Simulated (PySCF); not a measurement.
ZnH⁻: energy against distance

Set-up: Zn aug-pcseg-1, H aug-pcseg-1; no relativity (PySCF 2.14). Energies in eV from Zn + H⁻ in their ground configurations at the same level. State: ¹Σ⁺ (singlet), closed shell.

```
R (Å)     M06  RHF-CCSD     PBE
1.535  -0.815            -0.919
1.607  -0.940    -1.164  -1.030
1.678  -1.016    -1.211  -1.094
1.731  -1.048    -1.221  -1.119
1.785  -1.065    -1.214  -1.129
1.839  -1.069    -1.194  -1.127
1.910  -1.060    -1.154  -1.111
1.999  -1.033    -1.091  -1.076
2.106  -0.985    -1.006  -1.021
2.249  -0.908            -0.939
```

Question: Put a parabola through the three lowest points of the M06 curve and estimate Re, k and ωe (reduced mass 0.9922 u; 1 eV/Å² = 0.16022 mdyn/Å; ωe = 1302.8·√(k/μ) cm⁻¹).

Answer: Through R = 1.785, 1.839, 1.91 Å the second-order coefficient is 1.61 eV/Å², so Re ≈ 1.835 Å, k ≈ 0.515 mdyn/Å and ωe ≈ 938 cm⁻¹. A polynomial fit of higher order to the unrounded M06 energies gives Re = 1.833 Å, k = 0.546 mdyn/Å, ωe = 966 cm⁻¹; anharmonicity and rounding make the difference.

The higher-order fit for each curve: M06: Re = 1.833 Å, ωe = 966 cm⁻¹, De = 1.07 eV; RHF-CCSD: Re = 1.733 Å, ωe = 1254 cm⁻¹, De = 1.22 eV; PBE: Re = 1.802 Å, ωe = 1010 cm⁻¹, De = 1.13 eV.

Correlated steps freeze 5 core orbitals. Correlated levels converge slowly with the basis: in double zeta they bind strong bonds too weakly, by up to about 1 eV, and carry superposition errors of some tenths. For an ion De counts to the pair picked by the measured ionisation energies or electron affinities, which need not be the lowest pair at this level. The highest Kohn–Sham level is positive in this anion. Much of that is self-interaction error, but it also means that the finite basis helps to hold the extra electron. The CCSD T1 diagnostic is raised, a sign that a single reference may not be enough here.
